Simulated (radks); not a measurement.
Values are calculated unless marked as measured or tabulated.
These are the eigenvalues of the occupied orbitals of an atom or ion with whole-number occupations (eV). Level of theory: Dirac Kohn-Sham, PBE, spin-unpolarised, spherical densities, finite nucleus; Fermi nuclear charge, rms radius of each element as measured or else 0.836 A^(1/3) + 0.57 fm (a radial shooting solver on a logarithmic mesh with Libxc functionals).

| orbital | eigenvalue |
|---|---|
| 1s1/2 | -61141.81 |
| 2s1/2 | -11875.38 |
| 2p1/2 | -11419.08 |
| 2p3/2 | -10433.59 |
| 3s1/2 | -4034.632 |
| 3p1/2 | -3837.008 |
| 3p3/2 | -3619.207 |
| 3d3/2 | -3289.316 |
| 3d5/2 | -3240.815 |

Which element is it, and in what charge state? The configuration may be excited. Open shells, if any, fill j = l - 1/2 first.

Answer. Z = 69, thulium, charge +41: Tm41+ in [Ar] 3d10. The list shows which subshells hold electrons but not how many an open one holds; the 1s level, -2246.9 hartree, gives Z - s = 67.0 by -(Z - s)^2/2, which with screening and relativity narrows Z to a few neighbours, and the depths of the outer levels then fix element, charge and occupations together.
